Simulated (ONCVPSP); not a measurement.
Scattering properties, ONCV potential for H (Z = 1)

- Element: H
- Generator: ONCVPSP 4.0.1
- Type: optimised norm-conserving Vanderbilt (ONCV)
- Functional: LDA (Perdew-Wang 92)
- Relativity: scalar-relativistic
- Frozen core: none
- Valence charge: 1
- Reference configuration: 1s1
- Partial waves: 1s: rc 1.15 bohr, ncon 4, nbas 7, qcut 6.7 1/bohr, 2 projectors, debl 2.8 Ha; p scattering state at 0.21 Ha: rc 1.05 bohr, ncon 5, nbas 9, qcut 9.4 1/bohr, 2 projectors, debl 3 Ha
- Local potential: polynomial inside 0.75 bohr (lpopt 2, dvloc0 0 Ha)
- Core correction: none

The phase is arctan(r·R′/R) of the radial function R(r), unwrapped; energies in Ha, scanned from -2 to 5 Ha. A pole is an energy at which the radial function vanishes at the test radius. The pseudo phase is shifted by a multiple of π to meet the all-electron one at the reference energy, and phase errors are pseudo minus all-electron; the curves can meet again beyond the range given. Levels narrower than the energy grid can be missing from the lists of poles.

| channel | radius (bohr) | reference energy (Ha) | poles, all-electron | poles, pseudo | unbroken range about the reference energy with phases within 0.05 rad | phase error 1 Ha above the reference energy (rad) |
| --- | --- | --- | --- | --- | --- | --- |
| s | 1.16 | -0.23 | 1.73 | 1.73 | the whole range | +0.000 |
| p | 1.06 | 0.21 | none | none | the whole range | -0.000 |

Phases in the s channel:

```csv
E (Ha),all-electron,pseudo
-1.98,0.681,0.681
-1.62,0.489,0.489
-1.26,0.210,0.210
-0.90,-0.159,-0.159
-0.54,-0.550,-0.550
-0.18,-0.872,-0.872
0.18,-1.101,-1.101
0.54,-1.263,-1.263
0.90,-1.381,-1.381
1.26,-1.474,-1.474
1.62,-1.550,-1.550
1.98,-1.618,-1.618
2.34,-1.683,-1.683
2.70,-1.750,-1.750
3.06,-1.823,-1.823
3.42,-1.910,-1.910
3.78,-2.020,-2.020
4.14,-2.172,-2.172
4.50,-2.395,-2.394
4.86,-2.727,-2.725
```
